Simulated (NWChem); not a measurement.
Species: ZrF3, doublet; SMILES [F][Zr]([F])[F]

Program: NWChem. Spin-unrestricted. In the optimisation the excess spin sits in a' (C3h, its own frame). Coordinates come from a PBE0/def2-SVP, spin-unrestricted optimisation. The spin multiplicity was typed, not searched, and may not be the lowest. No stability test was run on the SCF state. def2 effective core potentials on Zr; no spin-orbit coupling. Vertical excitations in the gas phase; the lowest state need not have the same character in each row. Excited states of an open shell can be spin-contaminated.

For level PBE/def2-SVP, TDA:

```
Property                                                     Result
-----------------------------------------------------------  ------
lowest empty minus highest occupied level, either spin (eV)    1.48
```

How do the values read with level B3LYP/def2-SVP, TDA instead?

lowest empty minus highest occupied level, either spin (eV): 2.83
